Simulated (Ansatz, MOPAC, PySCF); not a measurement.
Torsion H4–O1–Ge2–Cl3 in ClGeHO (SMILES [OH][Ge][Cl]); at each angle all else is relaxed with GFN2-xTB, and the levels are single points there.
Geometry at 0° (charge 0, multiplicity 1):
```xyz
4

O     -1.02984     0.14013     0.21240
Ge     0.45766     1.00380    -0.12163
Cl     1.24624    -0.20858    -1.76091
H     -1.40617    -0.63916    -0.19403
```

On the grid 0° to 330°, 300° is the highest and 0° the lowest point at CCSD(T)/CBS(def2-TZVPP, def2-QZVPP).

Cores are frozen in the correlated methods. Filled d and f shells under p-block atoms count as core. CBS(a, b) extrapolates the correlation energy as X⁻³ and adds the Hartree–Fock energy of set b. Rows in 3-21G, 6-31G*, LANL2DZ, STO-3G carry no dispersion term and start afresh at each structure (6-31G* with six Cartesian d functions); the Pople sets are all-electron and without relativity. LANL2DZ brings its own core potentials from Na on. The state that AM1, PM3, PM6 reach isn't checked.

The values were computed with Ansatz (a quantum-chemistry and plane-wave program); MOPAC for AM1, PM3, PM6 (differences of heats of formation); PySCF for 3-21G rows, 6-31G* rows, LANL2DZ rows, STO-3G rows, the dispersion terms. 

Other levels give for the energy at 300° less that at 0°: PBE/def2-TZVPP 7.13; B3LYP/def2-TZVPP 6.83; B3LYP-D3(BJ)/def2-TZVPP 6.94; wB97M-V/def2-TZVPP 7.02; CCSD(T)/CBS(def2-TZVPP, def2-QZVPP) 6.96 kcal/mol.

Problem. What do these common cheap choices give for the same quantity: AM1, PM3, PM6, HF/STO-3G, HF/3-21G, B3LYP/6-31G*, B3LYP/LANL2DZ, M06-2X/6-31G*?

Solution. AM1 10.51; PM3 4.74; PM6 0.91; HF/STO-3G 12.22; HF/3-21G 2.33; B3LYP/6-31G* 7.85; B3LYP/LANL2DZ 2.38; M06-2X/6-31G* 7.63 kcal/mol. They span 0.91 to 12.22 kcal/mol.
